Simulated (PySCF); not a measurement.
Spectroscopy problems

[PySCF: shieldings: GIAO PBE0/pcSseg-1; GFN2-xTB structure; relativity neglected; single conformer; equivalent nuclei averaged; no solvent]

δ = σ(ref) − σ, references computed at the same level: TMS for ¹H (σ = 31.72 ppm), ¹³C (σ = 186.93 ppm). Where no couplings were computed, multiplicities follow the n + 1 count of equivalent neighbours, and m marks all less simple cases (inequivalent or close neighbours, rings, F or P nearby). Shifts are as computed. Against solution values, carbons near 30 ppm lie about +3 ppm off and those near 130 ppm about +5 ppm. Of 1211 compounds with measured shifts, 218 miss one by over three times the rms of a fit or turn the order of signals round; such compounds aren't used in these exercises.

Q: C$_{9}$H$_{12}$O. ¹H NMR (300 MHz, computed): δ 7.89 (m, 1H), 6.20 (d, 1H), 2.63 (m, 1H), 2.32 (m, 1H), 2.24 (m, 1H), 2.19 (m, 1H), 2.05 (m, 1H), 1.95 (m, 1H), 1.85 (m, 1H), 1.83 (m, 1H), 1.81 (m, 1H), 1.76 (m, 1H). ¹³C{¹H} NMR (computed): δ 211.0 (C), 175.2 (CH), 141.1 (CH), 54.5 (CH), 41.9 (CH), 41.1 (CH2), 28.2 (CH2), 27.0 (CH2), 17.0 (CH2). Give a structure.

A: SMILES O=C1C=C[C@@H](C2CCC2)C1. Rings plus π bonds: 4 (2 rings in the answer). 9 carbon signals for 9 carbons: no two carbons are equivalent. Carbon types of the structure: 1 × C, 4 × CH, 4 × CH2, which accounts for all hydrogens. δC 211.0: ketone carbonyl carbon; the double bond to the heteroatom, with no lone-pair donor beside it, deshields it most. δC 175.2: β carbon of a C=C–C=O unit; conjugation with the carbonyl draws π density from the β position. δC 141.1: α carbon of a C=C–C=O unit; an sp2 carbon of a C=C bond. δC 41.1: sp3 CH2 α to a carbonyl; the adjacent C=O deshields it moderately.

The data come from this structure; uniqueness wasn't tested.

Q: C$_{7}$H$_{8}$N$_{2}$Si. ¹H NMR (600 MHz, computed): δ 9.36 (s, 1H), 4.47 (s, 3H), 3.30 (s, 1H), 2.70 (s, 3H). ¹³C{¹H} NMR (computed): δ 156.4 (CH), 151.8 (C), 150.4 (C), 131.6 (C), 94.8 (CH), 85.3 (C), 20.7 (CH3). Give a structure.

A: SMILES C#Cc1nncc([SiH3])c1C. Rings plus π bonds: 6 (1 ring in the answer). 7 carbon signals for 7 carbons: no two carbons are equivalent. Carbon types of the structure: 4 × C, 2 × CH, 1 × CH3, leaving 3 H on heteroatoms. δC 156.4: aromatic CH next to a ring nitrogen; the adjacent pyridine-type nitrogen withdraws density from it. δC 94.8: terminal alkyne carbon; the triple bond shields along its axis, which puts it between sp3 and sp2 carbons. δC 85.3: alkyne carbon; sp carbons lie upfield of alkene carbons because the cylindrical π system leaves one tensor component strongly shielded. δH 9.36: hydrogen on an aromatic CH next to a ring nitrogen; ring current plus the neighbouring ring nitrogen.

This is the structure that produced the data.
